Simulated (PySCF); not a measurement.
H9OPSi3.
Z-matrix (Å and degrees, PBE0-D3(BJ)/def2-SVP geometry), rows numbered from 1:
```
Si
O   1  1.6578
Si  2  1.6613  1  146.56
Si  3  2.3421  2  108.52  1  -175.73
P   4  2.2739  3  107.97  2  -176.43
H   1  1.4943  2  110.29  3   -62.35
H   1  1.4946  2  110.28  3    58.00
H   1  1.4896  2  108.30  3   177.83
H   3  1.4986  2  110.16  1   -55.01
H   3  1.4970  2  110.32  1    63.80
H   4  1.4971  3  110.57  2    59.00
H   4  1.4962  3  109.41  2   -60.32
H   5  1.4297  4   93.80  3   -74.22
H   5  1.4290  4   94.08  3  -168.08
```

Method: PBE0-D3(BJ)/def2-SVP geometry optimisation, gas phase in PySCF 2.14.0.

Masses are those of the commonest isotopes; rigid-rotor values at the optimised geometry. The values belong to one conformer with, in the numbering `[SiH3:1][O:2][SiH2:3][SiH2:4][PH2:5]`, Si1–O2–Si3–Si4 -176°, O2–Si3–Si4–P5 -176°, Si3–Si4–P5–H -74° and -168°.

**Question.** Give the principal moments of inertia and the rotational constants in MHz.

**Answer.** Ia = 63.08, Ib = 881.11, Ic = 922.57 u·Å²; 505379 MHz·u·Å²/I gives A = 8012, B = 573.6, C = 547.8 MHz.

**Question.** Classify the top.

**Answer.** A near-prolate asymmetric top. Ray's parameter κ = (2B − A − C)/(A − C) = -0.993; −1 is the prolate and +1 the oblate limit.

**Question.** Is it planar, by Δ = Ic − Ia − Ib?

**Answer.** Not planar: Δ = Ic − Ia − Ib = -21.62 u·Å². For a rigid frame Δ = −2 Σ m c², so Σ m c² = 10.81 u·Å² lies off the ab plane: 10.67 from hydrogen and 0.14 from heavier atoms. The atom farthest from that plane is 1.30 Å away.

**Question.** Give the other two planar moments, Paa and Pbb, and the rms extents of the mass along the axes.

**Answer.** Paa = Σ m a² = (Ib + Ic − Ia)/2 = 870.30 and Pbb = Σ m b² = (Ia + Ic − Ib)/2 = 52.27 u·Å². With the mass M = 139.97 u, the rms extents √(P/M) along a, b and c are 2.49, 0.61, 0.28 Å.

**Question.** Where do the levels up to J = 2 lie, in MHz?

**Answer.** Above 0(0,0):
J = 1: 1(0,1) 1121, 1(1,1) 8560, 1(1,0) 8585
J = 2: 2(0,2) 3364, 2(1,2) 10777, 2(1,1) 10854, 2(2,1) 33169, 2(2,0) 33169

**Question.** Predict some low-J microwave lines.

**Answer.** The dipole components are |μa| = 0.29 D, |μb| = 0.15 D, |μc| = 0.69 D. The squared components, which scale the intensities, stand as 0.18 : 0.05 : 1.00 (a : b : c). Some lines, for components of 0.1 D or more:

```tsv
type	branch	J(Ka,Kc)	MHz	lower level (cm⁻¹)
a	R	3(0,3) ← 2(0,2)	3364	0.112
a	R	3(1,2) ← 2(1,1)	3403	0.362
a	R	4(1,4) ← 3(1,3)	4434	0.470
b	Q	4(1,3) ← 4(0,4)	7581	0.374
b	R	1(1,1) ← 0(0,0)	8560	0.000
b	R	3(1,3) ← 2(0,2)	10738	0.112
b	Q	2(2,0) ← 2(1,1)	22315	0.362
b	Q	3(3,0) ← 3(2,1)	37256	1.219
c	R	3(3,1) ← 2(2,1)	40620	1.106
c	R	4(3,1) ← 3(2,1)	41741	1.219
b	R	4(3,1) ← 3(2,2)	41742	1.219
c	R	4(4,0) ← 3(3,0)	56644	2.461
```

Stationary, but not proved a minimum. Constants of a rigid frame at the computed geometry: no zero-point averaging, no centrifugal distortion. A rigid rotor knows nothing of internal rotation, which can split or shift real lines.

The run took 81 s on one thread of an Arm Neoverse V2, on a shared host, and the process peaked at 0.54 GiB of memory. This is the geometry optimisation.
